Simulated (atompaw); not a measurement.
# Pseudopotential generation for osmium (Os): PAW (atompaw), PBEsol, scalar-relativistic.

* Element: Os (Z = 76)
* Generator: atompaw 4.2.0.5
* Type: PAW
* Functional: PBEsol
* Relativity: scalar-relativistic
* Frozen core: [Xe] 4f14
* Valence charge: 8
* Reference configuration: 5d6 6s1 6p0 (charge +1)
* Partial waves: 6s (bound): rc 2.00 bohr; 6s channel at 4.3 Ry: rc 2.00 bohr; 6p (bound, empty): rc 2.65 bohr; 6p channel at 2.15 Ry: rc 2.65 bohr; 5d (bound): rc 1.80 bohr; 5d channel at -0.5 Ry: rc 1.80 bohr
* Local potential: troulliermartins scheme with l = 3 at -0.5 Ry, radius 2.25 bohr
* Core correction: smooth core density matched at 2.15 bohr
* Augmentation charge: sinc compensation charge, radius 2.65 bohr; PAW radius 2.65 bohr; waves and projectors: custom rrkj gramschmidtortho

Task: Does the generator finish with these settings?

Result: Yes, a potential is produced.

Task: Estimate the cutoffs (Ry, on a coarse ladder) from which the occupation-weighted sum of valence levels, in a spherical-Bessel basis at the reference potential, stays within 10 and 1 mRy of its value at 400 Ry.

Result: 35 Ry and 50 Ry.

Task: What does a ghost test show?

Result: Ghost state, extra bound levels that the all-electron valence spectrum of the same l lacks: s at -86.6 eV. A true bound ghost makes a file unfit for plane-wave use. The logarithmic derivative shows an extra or strongly shifted pseudo pole above the reference energy (p near 1.48 Ry).

Task: Is the overlap operator S = 1 + Σ q|β⟩⟨β| positive definite (Bessel basis up to 400 Ry)?

Result: Yes: its lowest eigenvalue is 0.54 (p channel).

Task: Which valence shell sets the plane-wave cutoff?

Result: 5d: its level needs 35 Ry to come within 1 mRy, against 12 Ry for 6s.
